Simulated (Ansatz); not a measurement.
## Abstraction of Cl: GaHCl2 + SbCl2 → GaHCl + SbCl3

Species: GaHCl2 `[Cl][GaH][Cl]`, singlet; SbCl2 `[Cl][Sb][Cl]`, doublet; GaHCl `[Cl][GaH]`, doublet; SbCl3 (antimony trichloride) `[Cl][Sb]([Cl])[Cl]`, singlet. A radical takes Cl: the energy is the difference in strength between the Ga–Cl bond broken and the Sb–Cl bond made.

Shapes, held fixed at every level: PBE0-D4/def2-TZVP. Programs: Ansatz 0.2.0. The zero-point and thermal change to 298 K, harmonic and unscaled (PBE0-D4/def2-TZVP), is -3.3 kJ/mol.

Question: Estimate ΔH(298 K) of this reaction.

Answer: The highest level, CCSD(T)/def2-TZVPP, gives ΔH(298 K) = +113.7 kJ/mol; the levels span +82.0 to +131.2. The column of differences is taken from that level and isn't an error. No measured value is set beside it here. Open shells run unrestricted. For atoms past krypton def2 sets carry core potentials with scalar relativity. Relativity is left out for Ga. Outer-core shells of Ga, Sb are correlated in most correlated rows, in sets that cover them unevenly. Times are processor times on shared x86 and Arm servers, and rough.

| level | kind | ΔH(298 K) (kJ/mol) | less CCSD(T)/def2-TZVPP | CPU time (sum over the molecules) |
| --- | --- | --- | --- | --- |
| MP2/def2-SVP | perturbation theory | +131.2 | +17.5 | – |
| MP2/def2-TZVPP | perturbation theory | +111.1 | -2.6 | – |
| SPW92/def2-TZVPP | LDA | +86.7 | -27.0 | 11 s |
| PBE-D4/def2-TZVPP | GGA | +82.0 | -31.7 | 21 s |
| PBE0-D4/def2-TZVPP | global hybrid | +96.0 | -17.7 | 31 s |
| B2PLYP/def2-TZVPP | double hybrid | +102.4 | -11.3 | 45 s |
| CCSD(T)/def2-SVP | coupled cluster or CI | +131.2 | +17.5 | 19 s |
| CCSD(T)/def2-TZVPP | coupled cluster or CI | +113.7 | 0.0 | 3.3 min |
